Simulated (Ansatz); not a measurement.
Computed with Ansatz on PBE0-D4/def2-TZVP structures; ΔE is electronic, products minus reactants. CCSD(T)/CBS is the MP2 limit (def2-TZVPP, def2-QZVPP) plus CCSD(T) − MP2 in def2-TZVPP, frozen cores. Functionals use def2-TZVPP. B3LYP here is the variant with VWN-RPA as its local correlation; programs differ in this. For Br outer-core shells are correlated without core-valence functions, which leaves a few kJ/mol of doubt a bond. Scalar relativity is left out up to krypton. One conformer a species, not always the lowest.

Consider the formal exchange of groups at the Si–C bond: `BrC[SiH2]Br` + `CCN[SiH3]` → `[SiH3]N[SiH2]Br` + `CCCBr`.

Problem. Is it downhill or uphill in electronic energy at CCSD(T)/CBS, and by how much? (Best estimate.)

Solution. The calculation gave: Downhill: ΔE = -111.8 kJ/mol.

Problem. What do these levels give: PBE-D4, B3LYP-D4, ωB97M-V, PBE, r2SCAN, PBE0, B3LYP, HF/def2-TZVPP, MP2/def2-TZVPP, CCSD(T)/def2-TZVPP, HF/def2-QZVPP, SCS-MP2/def2-QZVPP? (Best estimate.)

Solution. Ansatz gave: PBE-D4 -100.7, B3LYP-D4 -107.7, ωB97M-V -108.8, PBE -99.2, r2SCAN -108.9, PBE0 -103.5, B3LYP -105.2, HF/def2-TZVPP -113.8, MP2/def2-TZVPP -115.0, CCSD(T)/def2-TZVPP -110.9, HF/def2-QZVPP -114.3, SCS-MP2/def2-QZVPP -113.9 kJ/mol.

Largest T1 diagnostic among the species: 0.010.

From PBE to PBE0 (25 % exact exchange), in def2-TZVPP and without D4, ΔE moves by −4.4 kJ/mol.
